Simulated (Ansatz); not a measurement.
Gas-phase electronic energies from Ansatz, PBE0-D4/def2-TZVP geometries. CBS: MP2 limit from def2 TZ/QZ plus the TZ coupled-cluster correction, frozen cores. This one scheme is used for every species. DFT in def2-TZVPP. For Ga outer-core shells are correlated without core-valence functions, which leaves a few kJ/mol of doubt a bond. Scalar relativity is left out up to krypton. Each species was taken in one conformer, which may not be the lowest.

Consider the ligand exchange at the Si–O bond: `[OH][Ga]([Cl])[O][SiH3]` + `[SiH3]P` → `[SiH3]P[SiH3]` + `[OH][Ga]([OH])[Cl]`.

`[OH][Ga]([Cl])[O][SiH3]`:

Cartesian coordinates in Å:
```
O 2.778 0.005 1.046
Ga 1.019 0.130 1.020
Cl -0.034 0.561 2.802
O 0.150 -0.106 -0.498
Si -1.407 -0.099 -1.010
H 3.145 -0.193 0.180
H -2.179 -1.197 -0.369
H -2.067 1.195 -0.689
H -1.405 -0.296 -2.482
```

`[SiH3]P`:

Cartesian coordinates in Å:
```
Si -0.757 -0.311 0.040
P 1.416 -0.039 -0.501
H -0.902 -1.631 0.706
H -1.546 -0.316 -1.219
H -1.290 0.745 0.940
H 1.815 0.211 0.839
H 1.264 1.341 -0.805
```

`[SiH3]P[SiH3]`:

```xyz
10

Si    0.432   -1.556   -0.456
P    -1.086   -0.425    0.761
Si   -0.414    1.622    0.114
H     0.418   -2.980   -0.032
H     1.815   -1.025   -0.325
H     0.015   -1.468   -1.880
H    -0.305   -0.431    1.950
H    -1.077    2.636    0.975
H    -0.857    1.812   -1.292
H     1.059    1.815    0.185
```

`[OH][Ga]([OH])[Cl]`:

Cartesian coordinates in Å:
```
O 1.198 0.580 -0.705
Ga -0.333 -0.020 -0.044
O -0.337 -0.917 1.477
Cl -2.173 0.318 -1.044
H 1.100 1.055 -1.534
H 0.544 -1.015 1.849
```

| level | ΔE (kJ/mol) |
| --- | --- |
| PBE | 49.9 |
| r2SCAN | 64.3 |
| SCS-MP2/def2-TZVPP | 79.9 |
| CCSD/def2-TZVPP | 77.9 |

Q: What does CCSD(T)/CBS give? (Estimate.)

A: Ansatz gave: +69.5 kJ/mol. The listed levels differ from it by -19.6, -5.2, 10.4, 8.4 kJ/mol.

Largest T1 diagnostic among the species: 0.013.

From PBE to PBE0 (25 % exact exchange), in def2-TZVPP and without D4, ΔE moves by +7.1 kJ/mol. In def2-TZVPP, CCSD(T) changes the Hartree–Fock value by −27.5 kJ/mol (the triples alone add −4.7 kJ/mol) and MP2 by −28.6 kJ/mol.
